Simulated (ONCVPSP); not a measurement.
## Debugging a pseudopotential input (Ba, ONCVPSP 4.0.1)

Command:

```bash
oncvpsp.x < Ba.dat > Ba.out
```

Input:

```
# ATOM AND REFERENCE CONFIGURATION
# atsym  z   nc   nv     iexc    psfile
  Ba 56.00    9    3        3      upf
#
#   n    l    f
    1    0    2.00
    2    0    2.00
    2    1    6.00
    3    0    2.00
    3    1    6.00
    3    2   10.00
    4    0    2.00
    4    1    6.00
    4    2   10.00
    5    0    2.00
    5    1    6.00
    6    0    2.00
#
# PSEUDOPOTENTIAL AND OPTIMIZATION
# lmax
    2
#
#   l,   rc,      ep,       ncon, nbas, qcut
    0    2.55    0.00    3    6   25.00
    1    3.00    0.00    3    8    5.30
    2    3.20    0.18    3    6    3.40
#
# LOCAL POTENTIAL
# lloc, lpopt,  rc(5),   dvloc0
    4    4    2.30    2.00
#
# VANDERBILT-KLEINMAN-BYLANDER PROJECTORs
# l, nproj, debl
    0    2    1.40
    1    2    2.50
    2    2    3.70
#
# MODEL CORE CHARGE
# icmod, fcfact, rcfact
    3    5.50    1.05
#
# LOG DERIVATIVE ANALYSIS
# epsh1, epsh2, depsh
   -3.00    5.00    0.02
#
# OUTPUT GRID
# rlmax, drl
    6.00    0.01
#
# TEST CONFIGURATIONS
# ncnf
    4
# nvcnf
#   n    l    f
    3
    5    0    2.00
    5    1    6.00
    6    0    1.00
#
    3
    5    0    2.00
    5    1    6.00
    6    0    0.00
#
    3
    5    0    2.00
    5    1    6.00
    6    0    1.50
#
    4
    5    0    2.00
    5    1    6.00
    6    0    0.00
    6    1    2.00
#
```

This is an input that runs to its end, with one change: qcut of l = 0 set to 25.00. The unchanged file is no sound one. Note: ghosts flagged at negative energy: s at -1543.2 eV; no localised positive-energy state flagged. A true bound ghost makes a file unfit for plane-wave use.

**Question.** How does the run end?

**Answer.** The program stops during the generation: "ERROR pspot: first pseudo wave function has node, program will stop".

```
Begin loop to  construct optimized pseudo wave functions
and semi-local pseudopoentials for all angular momenta

Calculating optimized projector #   1

 for l=   0

    Fraction of norm inside rc  0.938059
    Optimizing pswf for qcut=  25.00 a_B^-1,  ecut= 312.50 Ha
    Residual kinetic energy error= -8.61-310 Ha
 ERROR pspot:  first pseudo wave function has node,          program will stop
 ERROR pspot: try changing psp parameters for this l
```
